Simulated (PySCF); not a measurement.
Several species in one continuum solvent.

Computed with PySCF at PBE0/pcSseg-1, non-relativistic, each on one gas-phase PBE0-D3(BJ)/def2-SVP geometry that isn't relaxed in the solvent. The solvent is an IEF-PCM continuum (van der Waals radii × 1.2). Specific hydrogen bonds and non-electrostatic terms are outside this model.

Problem. Order them by E(solvent) − E(gas) in dimethylsulfoxide (ε = 46.83), most negative first (kJ/mol).
A. `O=C1C[C@@H]2C[C@@H](F)[C@H]1C2`
B. `[CH:1]#[C:2][C@@H:3]1[CH2:4][CH2:5][C@:6]1([F:7])[O:8][CH3:9]` with C5–C6–O8–C9 -174°, C2–C3–C4–C5 -101°, C3–C4–C5–C6 -16°, C4–C5–C6–F7 -93°, C2–C3–C6–C5 100°
C. `[CH2:1]=[C:2]1[C:3](=[CH2:4])[C@H:5]([F:6])[C@@H:7]1[O:8][CH3:9]` with C5–C7–O8–C9 79°
D. `[F:1][SiH2:2][CH2:3][Cl:4]` with F1–Si2–C3–Cl4 180°

Solution. A (-26.9), C (-24.8), B (-22.2), D (-14.0).

| SMILES | charge | ΔE (kJ/mol) | polarisation term (kJ/mol) | HOMO shift (eV) | dipole gas (D) | dipole solvent (D) | atoms |
| --- | --- | --- | --- | --- | --- | --- | --- |
| O=C1C[C@@H]2C[C@@H](F)[C@H]1C2 | 0 | -26.9 | -31.2 | -0.04 | 2.81 | 3.62 | 18 |
| C=C1C(=C)[C@H](F)[C@@H]1OC | 0 | -24.8 | -28.9 | -0.02 | 1.81 | 2.44 | 18 |
| C#C[C@@H]1CC[C@]1(F)OC | 0 | -22.2 | -24.4 | -0.10 | 0.90 | 1.08 | 18 |
| F[SiH2]CCl | 0 | -14.0 | -15.6 | +0.11 | 0.53 | 0.79 | 8 |

The polarisation term is half the interaction of the solute with the induced surface charges.
